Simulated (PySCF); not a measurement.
CH$_{4}$Si, triplet, at a GFN2-xTB geometry (a higher spin typed on purpose: for a closed-shell molecule this is an excited state). Base run: M062X/cc-pVTZ run with PySCF.

PySCF was given this input:
```python
from pyscf import gto, scf, dft

mol = gto.M(
    atom='''
C    -1.22457873   -0.01906345    0.10161874
Si    0.60420578   -0.02543801   -0.11297354
H    -1.69682545    0.42945428    0.96288896
H    -1.91155677   -0.45255228   -0.60381101
H     1.31358307   -0.81023062    0.89257812
H     1.18339064    1.30384147   -0.27973891
''',
    basis='cc-pvtz',
    spin=2,
    verbose=5,
)

mf = dft.UKS(mol)
mf.xc = 'm062x'
mf.kernel()
```

The base run was repeated with changes; each row names its change, and settings that it needs were set with it.

```csv
change,ΔE vs base (µEh),fitting functions,dipole (D)
base,0.0,-,0.65
auxbasis = cc-pvtz-ri,-4700,323,0.65
auxbasis = cc-pvdz-jkfit,-0.6,274,0.65
auxbasis = def2-tzvp-ri,-9871,249,0.66
auxbasis = even-tempered beta=3.0,-390,345,0.66
"exchange = seminumerical (SGX) (with mf = sgx.sgx_fit(mf, auxbasis='def2-universal-jfit'); with mf.with_df.dfj = True)",-187,144,0.65
only_dfj = on; auxbasis = def2-universal-jfit,-188,144,0.65
auxbasis = cc-pvqz-jkfit,6.0,458,0.65
auxbasis = def2-universal-jkfit,-25.3,275,0.65
auxbasis = default (with mf = mf.density_fit()),0.6,320,0.65
```

A fitting set is made for a task (jfit for Coulomb, jkfit for Coulomb and exchange, ri for correlation) and for a family of orbital bases.

Open shells are given as the SCF converged; they aren't shown to be the lowest states, and a large step between rows can be another state.
